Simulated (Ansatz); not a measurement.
Ansatz (a program for electronic structure) input (B3LYP-D3(BJ)/def2-TZVP):

Ansatz 0.2 input:
```yaml
crystal:
  periodic: [false, false, false]
  atoms:
    - {symbol: Y, position_ang: [0.66308492, 0.59453438, 0.63396838]}
    - {symbol: Br, position_ang: [-0.46281900, 1.21783294, -1.52514834]}
    - {symbol: Br, position_ang: [-0.17927241, -1.76512574, 0.83627023]}
basis:
  gaussian:
    orbitals: def2-TZVP
hamiltonian:
  xc: b3lyp
  dispersion: d3bj
magnetization: {spin_polarized: true, initial_magnetization: 1}
relax: {f_tol: 0.002, max_steps: 150}
```

Output:

```
Functional definition: B3LYP
integrals: 0.10 GiB planned
1055 factors; integrals over basis functions are off by at most 2.8e-4 eV
mean field: 1.26 GiB planned
mean field evaluation 1: about -141139.6768 eV, gradient 1.4e1 eV
mean field evaluation 2: about -141138.3877 eV, gradient 2.1e1 eV
mean field evaluation 4: about -141140.9762 eV, gradient 1.8e0 eV
mean field evaluation 8: about -141141.0270 eV, gradient 7.4e-2 eV
mean field evaluation 16: about -141141.0272 eV, gradient 2.5e-4 eV
mean field -141141.02717823 eV, -5186.8370799756 hartree, gradient 1.2e-5 eV, S^2 0.750562; 4 other end points of the search recorded, 0 dependent functions left out
the calculation of the forces begins
reference -141141.02739799 eV, -5186.8370880515 hartree; 41, 40 occupied and 95, 96 virtual orbitals, 1055 factors
relax step   1: F+E_penalty+E_count = -141141.27480853 eV  Δ(F+E_penalty+E_count) = +0.000e0 eV  max|allowed force component| = 8.887e-1 eV/Å  Δτ_max = 0.0000 Å  (58 SCF iters, accepted)
these checks for a lower state are left out or cut short: starts, cluster_reference, orbital_swaps, neighbouring_geometries, increment
integrals: 0.10 GiB planned
1055 factors; integrals over basis functions are off by at most 2.2e-4 eV
mean field: 1.27 GiB planned
mean field evaluation 32: about -141141.1397 eV, gradient 2.9e-1 eV
mean field -141141.16902979 eV, -5186.8422929245 hartree, gradient 2.5e-5 eV, S^2 0.750573; 0 other end points of the search recorded, 0 dependent functions left out
the calculation of the forces begins
reference -141141.16925403 eV, -5186.8423011649 hartree; 41, 40 occupied and 95, 96 virtual orbitals, 1055 factors
relax step   2: F+E_penalty+E_count = -141141.40196538 eV  Δ(F+E_penalty+E_count) = -1.272e-1 eV  max|allowed force component| = 4.686e-1 eV/Å  Δτ_max = 0.1991 Å  (42 SCF iters, accepted)
these checks for a lower state are left out or cut short: starts, cluster_reference, orbital_swaps, neighbouring_geometries, increment
integrals: 0.10 GiB planned
1055 factors; integrals over basis functions are off by at most 2.3e-4 eV
mean field: 1.26 GiB planned
mean field -141141.25605475 eV, -5186.8454910325 hartree, gradient 2.5e-5 eV, S^2 0.750584; 0 other end points of the search recorded, 0 dependent functions left out
the calculation of the forces begins
reference -141141.25628097 eV, -5186.8454993462 hartree; 41, 40 occupied and 95, 96 virtual orbitals, 1055 factors
relax step   3: F+E_penalty+E_count = -141141.48067967 eV  Δ(F+E_penalty+E_count) = -7.871e-2 eV  max|allowed force component| = 1.720e-1 eV/Å  Δτ_max = 0.1663 Å  (41 SCF iters, accepted)
these checks for a lower state are left out or cut short: starts, cluster_reference, orbital_swaps, neighbouring_geometries, increment
integrals: 0.10 GiB planned
1055 factors; integrals over basis functions are off by at most 2.2e-4 eV
mean field: 1.26 GiB planned
mean field -141141.27194559 eV, -5186.8460750104 hartree, gradient 2.8e-5 eV, S^2 0.750592; 0 other end points of the search recorded, 0 dependent functions left out
the calculation of the forces begins
reference -141141.27217205 eV, -5186.8460833326 hartree; 41, 40 occupied and 95, 96 virtual orbitals, 1055 factors
relax step   4: F+E_penalty+E_count = -141141.49409066 eV  Δ(F+E_penalty+E_count) = -1.341e-2 eV  max|allowed force component| = 2.629e-2 eV/Å  Δτ_max = 0.0794 Å  (41 SCF iters, accepted)
these checks for a lower state are left out or cut short: starts, cluster_reference, orbital_swaps, neighbouring_geometries, increment
integrals: 0.10 GiB planned
1055 factors; integrals over basis functions are off by at most 2.2e-4 eV
mean field: 1.26 GiB planned
mean field evaluation 64: about -141141.2755 eV, gradient 8.3e-4 eV
mean field -141141.27545810 eV, -5186.8462040926 hartree, gradient 1.8e-5 eV, S^2 0.750598; 0 other end points of the search recorded, 0 dependent functions left out
the calculation of the forces begins
reference -141141.27568484 eV, -5186.8462124250 hartree; 41, 40 occupied and 95, 96 virtual orbitals, 1055 factors
relax step   5: F+E_penalty+E_count = -141141.49610356 eV  Δ(F+E_penalty+E_count) = -2.013e-3 eV  max|allowed force component| = 7.182e-3 eV/Å  Δτ_max = 0.0404 Å  (41 SCF iters, accepted)
these checks for a lower state are left out or cut short: starts, cluster_reference, orbital_swaps, neighbouring_geometries, increment
integrals: 0.10 GiB planned
1055 factors; integrals over basis functions are off by at most 2.2e-4 eV
mean field: 1.27 GiB planned
mean field -141141.27610344 eV, -5186.8462278085 hartree, gradient 1.6e-5 eV, S^2 0.750600; 0 other end points of the search recorded, 0 dependent functions left out
the calculation of the forces begins
reference -141141.27633029 eV, -5186.8462361451 hartree; 41, 40 occupied and 95, 96 virtual orbitals, 1055 factors
relax step   6: F+E_penalty+E_count = -141141.49628705 eV  Δ(F+E_penalty+E_count) = -1.835e-4 eV  max|allowed force component| = 2.409e-3 eV/Å  Δτ_max = 0.0129 Å  (45 SCF iters, accepted)
these checks for a lower state are left out or cut short: starts, cluster_reference, orbital_swaps, neighbouring_geometries, increment
integrals: 0.10 GiB planned
1055 factors; integrals over basis functions are off by at most 2.2e-4 eV
mean field: 1.27 GiB planned
mean field -141141.27628845 eV, -5186.8462346075 hartree, gradient 1.3e-5 eV, S^2 0.750601; 0 other end points of the search recorded, 0 dependent functions left out
the calculation of the forces begins
reference -141141.27651535 eV, -5186.8462429459 hartree; 41, 40 occupied and 95, 96 virtual orbitals, 1055 factors
relax step   7: F+E_penalty+E_count = -141141.49630189 eV  Δ(F+E_penalty+E_count) = -1.483e-5 eV  max|allowed force component| = 1.250e-4 eV/Å  Δτ_max = 0.0047 Å  (36 SCF iters, accepted)
integrals: 0.10 GiB planned
1055 factors; integrals over basis functions are off by at most 2.2e-4 eV
mean field: 1.27 GiB planned
mean field evaluation 96: about -141141.2763 eV, gradient 2.9e-3 eV
mean field -141141.27628845 eV, -5186.8462346075 hartree, gradient 1.3e-5 eV, S^2 0.750601; 6 other end points of the search recorded, 0 dependent functions left out
the calculation of the forces begins
reference -141141.27651535 eV, -5186.8462429459 hartree; 41, 40 occupied and 95, 96 virtual orbitals, 1055 factors
Total energy: -141141.49652879 eV, -5186.8543282905 hartree
Atom 0 at     0.454505     0.410508     0.426615 Å, force    -0.000125    -0.000110    -0.000125 eV/Å
Atom 1 at    -0.391094     1.652279    -1.692577 Å, force     0.000068     0.000001     0.000105 eV/Å
Atom 2 at    -0.042418    -2.015546     1.211052 Å, force     0.000057     0.000109     0.000020 eV/Å
Dipole moment:     0.380897     0.336001     0.378693 e Å
```

The spin state was set by rule; other spins were not relaxed.
